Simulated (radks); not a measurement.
The numbers below are computed, except where a source is named.
Question: Au XX, 60 electrons, occupied as [Kr] 4d10 4f12 5s2 (the NIST ground configuration). Level of theory: scalar-relativistic Kohn-Sham, BLYP, spin-polarised, spherical densities, finite nucleus; open shells are filled with parallel spins first (spin-orbit coupling, left out, can overturn this in heavy ions); Fermi nuclear charge, rms radius 5.4371 fm (a radial shooting solver on a logarithmic mesh with Libxc functionals). Some entries of the table are withheld. Estimate them.

orbital  occ.  eigenvalue (eV)  r(max) (bohr)  <1/r> (bohr^-1)
1s down     1        -81227.23        0.01042            95.70
1s up       1        -81227.23        0.01042            95.70
2s up       1        -14722.67        0.06018            22.45
2s down     1        -14722.61        0.06018            22.45
2p up       3        -12797.22        0.04980            19.98
2p down     3        -12797.18        0.04980            19.98
3s up       1        -3831.746         0.1696            8.327
3s down     1        -3830.039         0.1696            8.329
3p up       3        -3272.799         0.1689            7.599
3p down     3        -3271.065         0.1689            7.601
3d up       5        -2675.080         0.1375            7.152
3d down     5        -2673.753         0.1375            7.155
4s up       1        -1184.494         0.3810            3.605
4s down     1        -1181.655         0.3811            3.603
4p up       3              (1)         0.4002              (2)
4p down     3              (3)         0.4003              (4)
4d up       5        -776.0407         0.4058            2.958
4d down     5        -773.3977         0.4059            2.955
4f up       7        -528.3461         0.3642            2.615
4f down     5        -525.5768         0.3646            2.611
5s up       1        -506.0479         0.7916            1.691
5s down     1        -504.8137         0.7926            1.688

Answer: 
(1) 4p up eigenvalue (eV): -998.8081
(2) 4p up <1/r> (bohr^-1): 3.270
(3) 4p down eigenvalue (eV): -996.0961
(4) 4p down <1/r> (bohr^-1): 3.267
